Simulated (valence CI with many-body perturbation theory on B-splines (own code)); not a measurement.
Questions on Gd32+

Method: valence CI with perturbative core correlation (CI+MBPT): four valence electrons over a frozen Dirac-Fock core [Ar] 3d10, a basis of 9 s, 9 p, 8 d, 6 f, 3 g, 1 h functions for each j, with the one-electron correlation potential Σ1 (screened to all orders), the two-electron term Σ2, the three-electron term Σ3, Breit, model QED; selected single and double excitations, second order for the rest, scaled by the run's own slope (own B-spline code, finite nucleus).

No measured spectrum was set against this ion. As an estimate, large intervals hold to a few tenths of a per cent, small ones and those within an open d or f shell to about a per cent.

Levels are named by their leading jj configuration (3d3/2^4 stands for four electrons in 3d with j = 3/2), which in mixed levels can hold well under half, so a name can repeat and another be missing.

Rates and lifetimes use the calculated energies. Strong lines usually hold to 10 to 20 %, long lifetimes can be off by a factor of two.

Problem. What is the ground level?

Solution. (4s^2 4p1/2^2) J=0, composition 72 % 4s²4p² ³P + 27 % 4s²4p² ¹S.

Problem. What is the ionisation energy?

Solution. 1322 eV; NIST lists 1321 ± 4 eV (theoretical).

Problem. What are the static dipole polarisabilities of the lowest levels?

Solution. (4s^2 4p1/2^2) J=0 0.0712; (4s^2 4p1/2 4p3/2) J=1 0.0794 (tensor 0.0030); (4s^2 4p1/2 4p3/2) J=2 0.0791 (tensor 0.0052) bohr³, of which the core gives 0.00450.

Problem. Among levels below 2049000 cm⁻¹, which E1 lines absorb most strongly from the ground level?

Solution. to (4s^2 4p1/2 4d3/2) J=1 at 7.019 nm, f = 0.964; to (4s 4p1/2^2 4p3/2) J=1 at 10.05 nm, f = 0.469; to (4s 4p1/2 4p3/2^2) J=1 at 7.297 nm, f = 0.370.

Problem. Where does the other parity begin?

Solution. At (4s 4p1/2^2 4p3/2) J=2, 899910 cm⁻¹.

Problem. Name the longest-lived excited levels whose lifetime is computed, and their main decay.

Solution. (4s^2 4p1/2 4p3/2) J=2 at 350080 cm⁻¹ lives 152 μs, mostly by E2 to (4s^2 4p1/2^2) J=0; (4s^2 4p3/2 4d5/2) J=4 at 1715000 cm⁻¹ lives 2.64 μs, mostly by M1 to (4s^2 4p1/2 4d5/2) J=3; (4s^2 4p1/2 4p3/2) J=1 at 322650 cm⁻¹ lives 2.29 μs, mostly by M1 to (4s^2 4p1/2^2) J=0.

Problem. How well does LS coupling describe the low levels?

Solution. Among the lowest 20 levels the leading LS term, summed over configurations, holds 58 % on average. For single configurations the figures are 55 % in LS and 85 % in jj coupling. Terms mix most in the J = 1 level at 1688500 cm⁻¹, where the leading one holds 31 %.
